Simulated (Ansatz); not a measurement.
Reaction (redistribution): `CBNBN` + `OC[SiH2][SeH]` → `NB[SiH2][SeH]` + `CBNCO`

Isolated molecules relaxed with PBE0-D4/def2-TZVP in Ansatz; ΔE leaves out vibrations. CCSD(T)/CBS adds triple-zeta CCSD(T) − MP2 to the extrapolated MP2 energy (def2 sets, frozen cores). DFT in def2-TZVPP. For Se outer-core shells are correlated without core-valence functions, which leaves a few kJ/mol of doubt a bond. Scalar relativity is left out up to krypton. Each species was taken in one conformer, which may not be the lowest.

CCSD(T)/CBS gives +106.8 kJ/mol.

**Question.** Another level gave +106.5 kJ/mol. Which?
A. B2PLYP/def2-TZVPP
B. PBE0-D4/def2-TZVPP
C. PBE-D4/def2-TZVPP
D. HF/def2-TZVPP

**Answer.** A. B2PLYP 106.5, HF/def2-TZVPP 115.3, PBE0-D4 98.1, PBE-D4 92.4 kJ/mol.

Largest T1 diagnostic among the species: 0.012.

From PBE to PBE0 (25 % exact exchange), in def2-TZVPP and without D4, ΔE moves by +6.0 kJ/mol. In def2-TZVPP, CCSD(T) changes the Hartree–Fock value by −12.9 kJ/mol (the triples alone add −2.5 kJ/mol) and MP2 by −5.5 kJ/mol.
